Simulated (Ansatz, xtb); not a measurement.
Isomers of C5H4BF3 in order of energy

4 gas-phase structures of C5H4BF3, from a drawn sample of its isomers (lower ones may exist). Each was relaxed with GFN2-xTB:

A. `FB(F)[C@H]1[C@@]23C[C@]12[C@@H]3F`, a singlet
B. `FB(F)[C@@H]1[C@@H]2C=C[C@]12F`, a singlet
C. `CC#C/C(=C/F)B(F)F`, a singlet
D. `C#C[C@@]1(B(F)F)C[C@@H]1F`, a singlet

Problem. Which do you expect lowest at r2SCAN-D4/def2-SVP, and how would the others follow?

Solution. Calculated order at r2SCAN-D4/def2-SVP: C (0.0), D (63.2), B (95.9), A (122.9) kJ/mol.

Energies above the lowest of each column, in kJ/mol; the last columns are at PBE0-D3(BJ)/def2-SVP geometries and were run for some of them only (a dash: not run or not comparable):

| structure | GFN2-xTB | HF/STO-3G | r2SCAN-D4/def2-SVP | PBE0-D3(BJ)/def2-SVP | CCSD(T)/def2-SVP + ΔMP2/def2-TZVPP |
| --- | --- | --- | --- | --- | --- |
| C | 0.0 | 0.0 | 0.0 | 0.0 | 0.0 |
| D | 24.8 | 44.2 | 63.2 | 52.8 | 56.8 |
| B | 50.7 | 72.1 | 95.9 | 69.5 | 98.8 |
| A | 145.9 | 191.1 | 122.9 | – | – |

Every level run on C puts it lowest or level with the lowest. Flexible structures stand in one conformer each, not always the lowest. C keeps a small imaginary mode. Frequencies (GFN2-xTB) were run for B, C, D alone. ΔMP2 is the change of the MP2 energy from the smaller to the larger basis.

Over these structures GFN2-xTB departs from r2SCAN-D4/def2-SVP by 26.6 kJ/mol on average once a common shift is removed. A GFN2-xTB relaxation took about 0.078 s and the r2SCAN-D4/def2-SVP energy about 2 s on a shared host (Ansatz 0.2.0, xtb 6.7.1).
